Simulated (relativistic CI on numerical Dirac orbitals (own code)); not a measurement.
## Line list: Electric-dipole lines, Dy II

Method of calculation: Dirac-Coulomb-Breit CI, orbitals from a KLI potential per configuration, model QED (radiative potential, 1s self-energy scaled to tabulated hydrogen-like ionisation energies), valence Slater integrals scaled by 0.85, configuration energies shifted to the measured levels that pair with them (semi-empirical) (own radial code, finite nucleus).

Configuration list (outside the closed core [Xe]): 4f¹⁰6s, 4f⁹6s5d, 4f⁹6s², 4f¹⁰6p, 4f¹⁰5d, 4f¹⁰6d, 4f⁹6s6p, 4f¹⁰7s, 4f¹¹, 4f¹⁰8s, 4f⁹7s². Levels of other configurations are missing.

```
λ vac (Å)              Lower                 Upper   A (s⁻¹)        gf  Branching (%)
   3314.4  4f¹⁰6s ⁴I15/2 [2]  4f¹⁰6p ⁴H°13/2 [282]  2.08e+07  4.81e-01           16.8
   3418.0  4f¹⁰6s ⁶I17/2 [1]  4f¹⁰6p ⁶H°15/2 [237]  5.77e+07  1.62e+00           40.7
   3486.2  4f¹⁰6s ⁶I17/2 [1]  4f¹⁰6p ⁶I°17/2 [225]  1.11e+08  3.63e+00           59.4
   3515.4  4f¹⁰6s ⁶I15/2 [3]  4f¹⁰6p ⁶H°13/2 [324]  4.15e+07  1.08e+00           31.8
   3519.4  4f¹⁰6s ⁶I13/2 [4]  4f¹⁰6p ⁴I°13/2 [335]  1.08e+07  2.80e-01            9.8
   3533.4  4f¹⁰6s ⁶I17/2 [1]  4f¹⁰6p ⁶K°19/2 [218]  1.82e+08  6.80e+00           94.8
   3549.8  4f¹⁰6s ⁶I15/2 [3]  4f¹⁰6p ⁶I°15/2 [316]  9.34e+07  2.82e+00           55.5
   3550.5  4f¹⁰6s ⁶I17/2 [1]  4f¹⁰6p ⁴I°15/2 [213]  2.17e+07  6.57e-01           21.4
   3553.0  4f¹⁰6s ⁴I15/2 [2]  4f¹⁰6p ⁶H°15/2 [237]  7.57e+07  2.29e+00           53.4
   3569.5  4f¹⁰6s ⁶I15/2 [3]  4f¹⁰6p ⁶K°17/2 [309]  1.74e+08  5.99e+00           94.0
   3576.2  4f¹⁰6s ⁶I11/2 [5]  4f¹⁰6p ⁶I°13/2 [399]  4.49e+07  1.20e+00           31.3
   3581.5  4f¹⁰6s ⁶I13/2 [4]  4f¹⁰6p ⁶H°13/2 [324]  6.96e+07  1.87e+00           53.2
   3586.0  4f¹⁰6s ⁴I13/2 [6]  4f¹⁰6p ⁶I°13/2 [399]  8.90e+07  2.40e+00           62.2
   3591.8  4f¹⁰6s ⁶I13/2 [4]  4f¹⁰6p ⁶H°11/2 [322]  1.08e+08  2.50e+00           94.9
   3600.9  4f¹⁰6s ⁴I13/2 [6]  4f¹⁰6p ⁶K°15/2 [396]  1.56e+08  4.84e+00           92.9
   3610.0  4f¹⁰6s ⁴I13/2 [6]  4f¹⁰6p ⁶K°11/2 [394]  1.96e+07  4.59e-01           15.3
   3617.2  4f¹⁰6s ⁶I13/2 [4]  4f¹⁰6p ⁶I°15/2 [316]  6.51e+07  2.04e+00           38.7
   3626.7  4f¹⁰6s ⁴I15/2 [2]  4f¹⁰6p ⁶I°17/2 [225]  6.57e+07  2.33e+00           35.3
   3696.3  4f¹⁰6s ⁴I15/2 [2]  4f¹⁰6p ⁴I°15/2 [213]  7.55e+07  2.47e+00           74.4
   3732.8  4f¹⁰6s ⁶I15/2 [3]  4f¹⁰6p ⁴H°13/2 [282]  5.29e+07  1.55e+00           42.6
   3786.3  4f¹⁰6s ⁶I17/2 [1]  4f¹⁰6p ⁴K°17/2 [173]  5.64e+07  2.18e+00           40.1
   3788.6  4f¹⁰6s ⁶I11/2 [5]  4f¹⁰6p ⁶I°11/2 [355]  5.65e+07  1.46e+00           49.2
   3799.5  4f¹⁰6s ⁴I13/2 [6]  4f¹⁰6p ⁶I°11/2 [355]  5.14e+07  1.33e+00           44.7
   3807.4  4f¹⁰6s ⁶I13/2 [4]  4f¹⁰6p ⁴H°13/2 [282]  4.70e+07  1.43e+00           37.9
   3869.8   4f¹⁰6s ⁶I9/2 [7]  4f¹⁰6p ⁶K°11/2 [394]  7.31e+07  1.97e+00           57.2
   3885.6  4f¹⁰6s ⁶I11/2 [5]  4f¹⁰6p ⁴I°13/2 [335]  5.00e+07  1.59e+00           45.5
   3897.2  4f¹⁰6s ⁴I13/2 [6]  4f¹⁰6p ⁴I°13/2 [335]  4.22e+07  1.35e+00           38.4
   3952.6  4f¹⁰6s ⁴I15/2 [2]  4f¹⁰6p ⁴K°17/2 [173]  7.91e+07  3.33e+00           56.3
   3961.5  4f¹⁰6s ⁶I11/2 [5]  4f¹⁰6p ⁶H°13/2 [324]  9.05e+06  2.98e-01            6.9
   3965.2  4f¹⁰6s ⁴I11/2 [8]  4f¹⁰6p ⁶K°11/2 [394]  2.56e+07  7.26e-01           20.1
```

Terms are leading LS components. Brackets give the number of a level in order of energy, since labels repeat. The list gives strong lines, with weight on those to low levels, without configurations whose count of f electrons has no measured partner, without configurations that were not tied to measured data, without lines whose two gauges differ by over a factor of 2.5, among the lowest 400 of 9638 levels, so that lines to higher ones, which can be the strongest, are missing, and without lines across small gaps between configurations, and without 4 lines that miss the measured interval by over 3.5 %, start from a term whose rates miss tabulated ones by over 60 %, have gauges far apart or, lacking measured levels, span too small a gap for the errors found; lines with a level outside our table were not tested and can miss by more. Levels whose partners in the same complex of configurations lie outside the list can be far off, and so can their lines. Rates are taken at the computed energies, electric ones in the length gauge.

Configurations whose levels could be paired with our table of measured levels were shifted onto them, all but the ground configuration, by the median error of their levels; single terms can still be off by 1,000 to 2,000 cm⁻¹ or more, and rates follow the energies as ν³ (E1, M1) or ν⁵ (E2). The others borrow a shift and can be off by several thousand cm⁻¹ or more. The fine structure of a lone outer electron comes out too small, for d and f at times inverted, and misplaced configurations move strength between like terms. 10 of the 31 excited levels that our extract of the measured tables holds in this range could be paired (the sources list more); they are missed by 111 cm⁻¹ on average and 629 at most, after the shifts were fitted to these levels, and levels without a partner can miss by more. Some levels of the ground configuration have no partner and can miss by 10 % or more.

LS names give the leading component of a level, which can be under half, so a name can repeat, a term be missing and a line seem to break the LS rules.
